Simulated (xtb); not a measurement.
xtb input for CdBrI, SMILES [Br][Cd][I], GFN2-xTB. 

```
$ xtb mol.xyz --gfn 2 --sp --chrg 0 --uhf 0 --json
$ cat mol.xyz
3

Cd     0.71785896    -0.41842838    -0.00000000
Br    -0.53270278    -2.48834629    -0.00000000
I     -0.29835157     2.02220155     0.00000000
```

Output:

```
[banner left out]
          |                Calculation Setup                |
           -------------------------------------------------



           -------------------------------------------------
          |                 G F N 2 - x T B                 |
           -------------------------------------------------

        Reference                      10.1021/acs.jctc.8b01176
      * Hamiltonian:
        H0-scaling (s, p, d)           1.850000    2.230000    2.230000
        zeta-weighting                 0.500000
      * Dispersion:
        s8                             2.700000
        a1                             0.520000
        a2                             5.000000
        s9                             5.000000
      * Repulsion:
        kExp                           1.500000    1.000000
        rExp                           1.000000
      * Coulomb:
        alpha                          2.000000
        third order                    shell-resolved
        anisotropic                    true
        a3                             3.000000
        a5                             4.000000
        cn-shift                       1.200000
        cn-exp                         4.000000
        max-rad                        5.000000


          ...................................................
          :                      SETUP                      :
          :.................................................:
          :  # basis functions                  24          :
          :  # atomic orbitals                  22          :
          :  # shells                            8          :
          :  # electrons                        16          :
          :  max. iterations                   250          :
          :  Hamiltonian                  GFN2-xTB          :
          :  restarted?                      false          :
          :  GBSA solvation                  false          :
          :  PC potential                    false          :
          :  electronic temp.          300.0000000     K    :
          :  accuracy                    1.0000000          :
          :  -> integral cutoff          0.2500000E+02      :
          :  -> integral neglect         0.1000000E-07      :
          :  -> SCF convergence          0.1000000E-05 Eh   :
          :  -> wf. convergence          0.1000000E-03 e    :
          :  Broyden damping             0.4000000          :
          :  net charge                          0          :
          :  unpaired electrons                  0          :
          ...................................................

 iter      E             dE          RMSdq      gap      omega  full diag
   1     -8.5757009 -0.857570E+01  0.306E+01    3.59       0.0  T
   2     -8.5875382 -0.118373E-01  0.153E+01    3.73       1.0  T
   3     -8.5845534  0.298487E-02  0.466E+00    3.33       1.0  T
   4     -8.5892534 -0.470001E-02  0.171E+00    3.70       1.0  T
   5     -8.5916565 -0.240308E-02  0.127E+00    3.50       1.0  T
   6     -8.5917268 -0.703305E-04  0.785E-01    3.61       1.0  T
   7     -8.5920210 -0.294199E-03  0.263E-01    3.53       1.0  T
   8     -8.5921008 -0.798075E-04  0.521E-02    3.56       1.1  T
   9     -8.5921016 -0.788782E-06  0.462E-02    3.56       1.3  T
  10     -8.5921021 -0.480412E-06  0.255E-02    3.56       2.3  T
  11     -8.5921025 -0.419519E-06  0.607E-03    3.56       9.5  T
  12     -8.5921025 -0.458396E-07  0.172E-03    3.56      33.6  T
  13     -8.5921025  0.440858E-09  0.106E-03    3.56      54.2  T
  14     -8.5921025 -0.101439E-08  0.264E-04    3.56     219.0  T
  15     -8.5921025 -0.667963E-10  0.100E-04    3.56     577.4  T

   *** convergence criteria satisfied after 15 iterations ***

         #    Occupation            Energy/Eh            Energy/eV
      -------------------------------------------------------------
         1        2.0000           -0.8485502             -23.0902
         2        2.0000           -0.7576217             -20.6159
         3        2.0000           -0.5278511             -14.3636
         4        2.0000           -0.4458526             -12.1323
         5        2.0000           -0.4456743             -12.1274
         6        2.0000           -0.4419401             -12.0258
         7        2.0000           -0.4301666             -11.7054
         8        2.0000           -0.4294431             -11.6857 (HOMO)
         9                         -0.2985444              -8.1238 (LUMO)
        10                         -0.0666649              -1.8140
        11                         -0.0037467              -0.1020
        12                          0.0089066               0.2424
        13                          0.0100446               0.2733
       ...                                ...                  ...
        22                          1.1656734              31.7196
      -------------------------------------------------------------
                  HL-Gap            0.1308987 Eh            3.5619 eV
             Fermi-level           -0.3639938 Eh           -9.9048 eV

 SCC (total)                   0 d,  0 h,  0 min,  0.007 sec
 SCC setup                      ...        0 min,  0.000 sec (  2.472%)
 Dispersion                     ...        0 min,  0.000 sec (  1.512%)
 classical contributions        ...        0 min,  0.000 sec (  0.412%)
 integral evaluation            ...        0 min,  0.001 sec ( 15.891%)
 iterations                     ...        0 min,  0.004 sec ( 58.513%)
 molecular gradient             ...        0 min,  0.001 sec ( 19.432%)
 printout                       ...        0 min,  0.000 sec (  1.501%)

         :::::::::::::::::::::::::::::::::::::::::::::::::::::
         ::                     SUMMARY                     ::
         :::::::::::::::::::::::::::::::::::::::::::::::::::::
         :: total energy              -8.581982493664 Eh    ::
         :: gradient norm              0.000085016919 Eh/a0 ::
         :: HOMO-LUMO gap              3.561934309583 eV    ::
         ::.................................................::
         :: SCC energy                -8.592102574637 Eh    ::
         :: -> isotropic ES            0.054966516582 Eh    ::
         :: -> anisotropic ES          0.003797919408 Eh    ::
         :: -> anisotropic XC         -0.007093719078 Eh    ::
         :: -> dispersion             -0.002556763167 Eh    ::
         :: repulsion energy           0.010120080974 Eh    ::
         :: add. restraining           0.000000000000 Eh    ::
         :: total charge               0.000000000000 e     ::
         :::::::::::::::::::::::::::::::::::::::::::::::::::::

           -------------------------------------------------
          |                Property Printout                |
           -------------------------------------------------

    * Orbital Energies and Occupations

         #    Occupation            Energy/Eh            Energy/eV
      -------------------------------------------------------------
         1        2.0000           -0.8485502             -23.0902
         2        2.0000           -0.7576217             -20.6159
         3        2.0000           -0.5278511             -14.3636
         4        2.0000           -0.4458526             -12.1323
         5        2.0000           -0.4456743             -12.1274
         6        2.0000           -0.4419401             -12.0258
         7        2.0000           -0.4301666             -11.7054
         8        2.0000           -0.4294431             -11.6857 (HOMO)
         9                         -0.2985444              -8.1238 (LUMO)
        10                         -0.0666649              -1.8140
Note: The following floating-point exceptions are signalling: IEEE_DENORMAL
normal termination of xtb
        11                         -0.0037467              -0.1020
        12                          0.0089066               0.2424
        13                          0.0100446               0.2733
        14                          0.0127669               0.3474
        15                          0.0149791               0.4076
        16                          0.0250882               0.6827
        17                          0.0358160               0.9746
        18                          0.0374929               1.0202
        19                          0.0395225               1.0755
       ...                                ...                  ...
        22                          1.1656734              31.7196
      -------------------------------------------------------------
                  HL-Gap            0.1308987 Eh            3.5619 eV
             Fermi-level           -0.3639938 Eh           -9.9048 eV

     #   Z          covCN         q      C6AA      α(0)
     1  48 Cd       1.638     0.333   194.206    26.749
     2  35 Br       0.801    -0.191   189.990    22.223
     3  53 I        0.837    -0.141   382.167    33.748

 Mol. C6AA /au·bohr⁶  :       2226.665630
 Mol. C8AA /au·bohr⁸  :     185751.438593
 Mol. α(0) /au        :         82.719747


Wiberg/Mayer (AO) data.
largest (>0.10) Wiberg bond orders for each atom

 ---------------------------------------------------------------------------
     #   Z sym  total        # sym  WBO       # sym  WBO       # sym  WBO
 ---------------------------------------------------------------------------
     1  48 Cd   2.054 --     3 I    1.033     2 Br   1.021
     2  35 Br   1.270 --     1 Cd   1.021     3 I    0.248
     3  53 I    1.281 --     1 Cd   1.033     2 Br   0.248
 ---------------------------------------------------------------------------

Topologies differ in total number of bonds
Writing topology from bond orders to xtbtopo.mol

molecular dipole:
                 x           y           z       tot (Debye)
 q only:        0.724       0.097       0.000
   full:        2.019      -0.437       0.000       5.251
molecular quadrupole (traceless):
                xx          xy          yy          xz          yz          zz
 q only:        3.418      -1.438      -6.277       0.000       0.000       2.858
  q+dip:       10.330      -2.546     -19.123      -0.000      -0.000       8.793
   full:       10.955      -3.041     -21.519      -0.000      -0.000      10.565


           -------------------------------------------------
          | TOTAL ENERGY               -8.581982493664 Eh   |
          | GRADIENT NORM               0.000085016919 Eh/α |
          | HOMO-LUMO GAP               3.561934309583 eV   |
           -------------------------------------------------

------------------------------------------------------------------------
------------------------------------------------------------------------
 total:
 SCF:
```

The calculation finished and met its thresholds.
